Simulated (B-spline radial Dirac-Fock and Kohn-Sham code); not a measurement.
Z = 48 (cadmium), transition energy 200 keV. Method: a Dirac-Hartree-Slater potential of the neutral atom with a Latter tail (no hole, which puts coefficients of high multipoles low close above an edge), finite nucleus with surface currents. Computed with an atomic code on a B-spline grid. Subshells that would emit electrons below 1 keV are left out.

Q: A pure transition shows α(K) = 0.0205, L1/L2 = 15.7 and L1/L3 = 11.2. What is its multipolarity?
A. E4
B. M4
C. E2
D. M3
E. E3
F. E1
G. M1
H. M2

A: F. For comparison, α(K), L1/L2, L1/L3 are E2 0.107, 2.88, 2.84; E3 0.475, 0.761, 0.891; E4 2.03, 0.285, 0.362; M1 0.0601, 18.5, 65.4; M2 0.341, 10.4, 15.3; M3 1.70, 6.71, 4.25; M4 8.42, 4.80, 1.92.
